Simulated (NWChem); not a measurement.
Species: MnHOBr, sextet; SMILES [Mn]([OH])[Br]

```xyz
4

Mn    -0.0296     0.9194     0.0207
Br     0.0552    -1.4222    -0.0297
O     -0.1912     2.6996     0.0953
H      0.3344     3.4770    -0.0944
```
Atoms are numbered in this order, from 1.

Level: PBE0/def2-SVP, spin-unrestricted (NWChem), optimised geometry, unscaled harmonic frequencies. This build's default masses of Se (78.918 u) and Br (79.917 u) are each other's, which moves their modes by up to 0.6 %. The spin multiplicity was typed, not searched, and may not be the lowest.

| frequency (cm⁻¹) | IR intensity (km/mol) |
|---|---|
| 92 | 14.5 |
| 94 | 1.5 |
| 284 | 9.3 |
| 347 | 190.1 |
| 731 | 152.0 |
| 3992 | 140.1 |

| Property | Value |
|---|---|
| zero-point energy | 7.9 kcal/mol |
| thermal correction to the enthalpy at 298.15 K (with zero-point energy) | 11.8 kcal/mol |
| heat capacity Cv | 13.9 cal/(mol K) |
| dipole moment | 2.89 D |

Rigid rotor and harmonic oscillator; modes under 100 cm⁻¹ make the entropy uncertain.
